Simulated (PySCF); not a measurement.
# Iodine: highly charged ions in a basis for the neutral atom

I⁹⁺ [Kr] 4d8, I¹⁰⁺ [Kr] 4d7. Computed with PySCF 2.14 in def2-SVP with the def2 core potential (28 electrons) (4s4p2d, 26 functions), with a scalar-relativistic core potential. No spin-orbit coupling, so a gap to NIST mixes the basis error with missing relativistic terms.

Changed run: basis of the neutral atom used for a highly charged ion. This setting is unsound on purpose.

```json
{"species": "I⁹⁺", "method": "UHF", "sound run (hartree)": "not run", "changed run (hartree)": "-273.43567", "converged": "yes"}
{"species": "I⁹⁺", "method": "TPSS", "sound run (hartree)": "not run", "changed run (hartree)": "-274.01428", "converged": "yes"}
{"species": "I⁹⁺", "method": "MN15", "sound run (hartree)": "not run", "changed run (hartree)": "-273.37253", "converged": "yes"}
{"species": "I¹⁰⁺", "method": "UHF", "sound run (hartree)": "not run", "changed run (hartree)": "-266.05547", "converged": "yes"}
{"species": "I¹⁰⁺", "method": "TPSS", "sound run (hartree)": "not run", "changed run (hartree)": "-266.60562", "converged": "yes"}
{"species": "I¹⁰⁺", "method": "MN15", "sound run (hartree)": "not run", "changed run (hartree)": "-265.94423", "converged": "yes"}
```

Ionisation energy of I⁹⁺:

| method | changed run (eV) | NIST (eV) |
| --- | --- | --- |
| UHF | 200.83 | 197 ± 2.2 |
| TPSS | 201.60 | 197 ± 2.2 |
| MN15 | 202.13 | 197 ± 2.2 |

The contracted functions were made for the neutral atom and can be too rigid for a highly charged ion.
